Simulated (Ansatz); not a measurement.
Species: C$_{4}$H$_{3}$O$_{2}$ (charge -1, singlet). It need not be the lowest isomer of its formula. Whether it binds its extra electron was not tested at this geometry. SMILES: [c-]1cc(O)oc1
Geometry from a B3LYP-D3(BJ)/def2-TZVP (Ansatz, an electronic-structure program) optimisation:
```xyz
9

O      1.9937     0.0377     0.0450
C      0.6166     0.1259     0.0163
C     -0.2242     1.1874     0.0193
C     -1.6143     0.7032    -0.0214
C     -1.4396    -0.6346    -0.0449
O     -0.0254    -1.0500    -0.0220
H      2.1909    -0.9056     0.0301
H      0.1077     2.2181     0.0477
H     -2.0763    -1.5064    -0.0768
```
Charge -1, spin multiplicity 1.

Parts of the frozen-core correlation energy in aug-cc-pVTZ (Ansatz, hartree). Frozen orbitals: 6; correlated occupied orbitals by spin: 16 and 16; virtual: 323 and 323. No spin-orbit coupling. Non-relativistic.

```csv
term,value
reference (HF),-302.94855
MP2 opposite-spin,-0.83909
MP2 same-spin,-0.29586
CCSD correlation,-1.13904
(T),-0.05964
T1 diagnostic,0.017
largest doubles amplitude,0.037
```
